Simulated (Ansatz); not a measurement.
A nudged elastic band was laid between two geometries of BClH7NSi (11 atoms, charge 0, multiplicity 1).

These are results of Ansatz, RKS B3LYP-D4/def2-SVP, not measurements.

```
movable images  : 7
climbing image  : yes
spring          : 5.0 eV/Å²
optimiser       : quadratic models (default)
start path      : through a guess of the saddle point
force threshold : 0.05 eV/Å
iteration limit : 60
end points      : relaxed
```

Image 0:

```xyz
11
Properties=species:S:1:pos:R:3
B 0.058 -0.211 0.255
Cl 0.110 0.835 1.821
H 1.116 -0.175 -0.342
H -0.930 0.020 -0.412
N -0.094 -1.740 0.828
H -0.037 -2.384 0.033
Si 1.149 -2.155 2.125
H 1.367 -3.621 1.957
H 2.394 -1.414 1.842
H 0.550 -1.895 3.451
H -1.041 -1.841 1.206
```

Image 8:

```xyz
11
Properties=species:S:1:pos:R:3
B 0.285 -0.850 -0.364
Cl -0.752 0.854 2.768
H 1.340 -0.270 -0.414
H -0.570 -0.675 -1.197
N 0.041 -1.737 0.706
H -0.845 -2.240 0.685
Si 1.220 -2.277 1.924
H 1.809 -3.587 1.525
H 2.277 -1.242 2.016
H 0.510 -2.451 3.220
H -0.674 -0.105 1.896
```

(1) What changes between the two ends?

(2) Give the energies along the band, and the barrier.

(3) What is the geometry of the highest image?

The band took 22 iterations and roughly 10 core-minutes.

Results:

(1) Bonds broken: B1–Cl2, N5–H11. Bonds formed: Cl2–H11. BClH7NSi becomes BH6NSi + ClH.

(2) The run converged. The highest image is number 5 of 0 to 8, 1.16 eV above the first end and 0.67 eV above the last; the last end lies 0.50 eV above the first. Beside the main top the profile has a ripple of under 15 meV (maxima at images 2, 5), which may be a very shallow well or noise. A vibrational analysis at the climbing image gives one clearly imaginary mode, 1085i cm⁻¹: a first-order saddle point. The orbitals stay closed-shell, which can raise the energy where a bond breaks towards radicals; this wasn't checked here.

```
image  path coordinate (Å)  energy (eV)  B1–Cl2 (Å)  N5–H11 (Å)  Cl2–H11 (Å)
    0                 0.00         0.00        1.88        1.03         2.98
    1                 0.89         0.03        1.88        1.03         2.82
    2                 1.78         0.04        1.88        1.03         2.75
    3                 2.67         0.03        1.87        1.03         2.62
    4                 3.56         0.11        1.90        1.03         2.30
    5                 4.45         1.16        2.43        1.35         1.53
    6                 5.22         0.58        3.13        2.00         1.31
    7                 6.00         0.51        3.57        2.13         1.30
    8                 6.78         0.50        3.71        2.14         1.30
```

(3) 
```xyz
11
Properties=species:S:1:pos:R:3
B 0.136 -0.646 -0.041
Cl -0.623 1.111 1.454
H 1.269 -0.296 -0.226
H -0.698 -0.617 -0.903
N -0.105 -1.563 1.136
H -0.964 -2.109 1.067
Si 1.258 -2.364 1.975
H 1.941 -3.328 1.070
H 2.192 -1.292 2.397
H 0.693 -3.087 3.146
H -0.458 -0.389 1.690
```

Run time: 5.4 min on 2 threads of Arm Neoverse V2, on a shared host, peak memory 0.21 GiB.
